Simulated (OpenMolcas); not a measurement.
**Levels of Sb+ by method**

```yaml
Program: OpenMolcas 26.06
Basis: ANO-RCC-VDZP [6s5p3d1f]
Scalar_Hamiltonian: DKH2, point nucleus
Active_space: 4 electrons in 4 orbitals (5s 5p)
State_averaging: 2S+1 = 3 even, 6 roots (3 in the spin-orbit step); 2S+1 = 1 even, 6 roots kept (CI in the orbitals of an earlier block); 2S+1 = 5 odd, 1 root; 2S+1 = 3 odd, 9 roots kept (CI in the orbitals of an earlier block); 2S+1 = 1 odd, 8 roots kept (CI in the orbitals of an earlier block)
Spin-orbit_coupling: state interaction with AMFI integrals over the reference wave functions, term energies averaged over their components
```

Methods on the same reference wave functions:
A. CASSCF
B. SS-CASPT2, IPEA 0.25 Eh, imaginary shift 0.1 Eh (closed shells correlated: 4d)

Energies in cm-1 above 5s2 5p2 3P0, the measured ground level; measured values from NIST Handbook of Basic Atomic Spectroscopic Data.

| Level | A | B | Measured |
| --- | --- | --- | --- |
| 5s2 5p2 3P0 | 0.0 | 0.0 | 0.0 |
| 5s2 5p2 3P1 | 2885 | 2780 | 3055 |
| 5s2 5p2 3P2 | 5657 | 5440 | 5658 |
| 5s2 5p2 1D2 | 14768 | 13530 | 12790 |
| 5s2 5p2 1S0 | 23694 | 25800 | 23906 |
| 5s 5p3 5S* 2 | 39863 | 47850 | 51723 |
| 5s 5p3 3D* 2 | 71587 | 68650 | 66502 |
| 5s 5p3 3D* 1 | 71733 | 68660 | 66292 |
| 5s 5p3 3D* 3 | 72569 | 69500 | 67888 |
| 5s 5p3 3P* 0 | 82195 | 80720 | 76858 |
| 5s 5p3 3P* 1 | 82613 | 80950 | 77139 |
| 5s 5p3 3P* 2 | 83242 | 81430 | 78391 |
| 5s 5p3 1D* 2 | 108697 | 93570 |  |
| 5s 5p3 3S* 1 | 110810 | 96580 |  |
| 5s 5p3 1P* 1 | 119570 | 105500 |  |

Deviations, from unrounded energies. A percentage is the sum of absolute deviations over the sum of measured energies, with the sign that they share, or ± where signs differ.

| Against measurement | Levels | A | B |
| --- | --- | --- | --- |
| mean absolute deviation (cm-1) | 11 | 4100 | 2200 |
| fine structure of the ground term (%) | 2 | -2.0 | -5.6 |
| other terms of the ground configuration (%) | 2 | ±6.0 | +7.2 |
| other configurations (%) | 7 | ±8.8 | ±4.3 |

B lies closest to measurement on these levels. The largest miss of B in the table is 5s 5p3 5S* 2, by -3900 cm-1. The ranking rests on the paired levels alone, and a cruder setting can come out closer through cancelling errors.

From A to B the spin-free energies of the other terms of 5s2 5p2 shown, above 3P, scale by factors of 0.87 to 1.13.

The lowest spin-free term lies below A's lowest term by 0.353 hartree in B.

CASPT2 does not keep the components of a term degenerate, so their means are used; among the terms shown or strongly mixed into the levels shown the widest spread is 890 cm-1 (5s 5p3 1D*, B). Over all roots computed the reference weight is 0.88 to 0.95 in B; the roots of lowest weight are the least certain, and an intruder state may touch them. Some high roots are left out of the spin-orbit mixing, which shifts the levels that they would mix with. Terms from blocks run as CI alone lack orbitals of their own. Terms of s pⁿ other than that of highest spin mix with s² pⁿ⁻² d, which this space lacks; all of them can be thousands of cm-1 off, and some have no real level of that name. Measured partners are found by configuration, term and J. A level has none where our copy of the source lacks it or the pairing is in doubt (some pairs that miss far off the trend of their configuration count as doubtful), and it then counts in no deviation. Levels of configurations outside the active space are missing.

* marks odd parity.
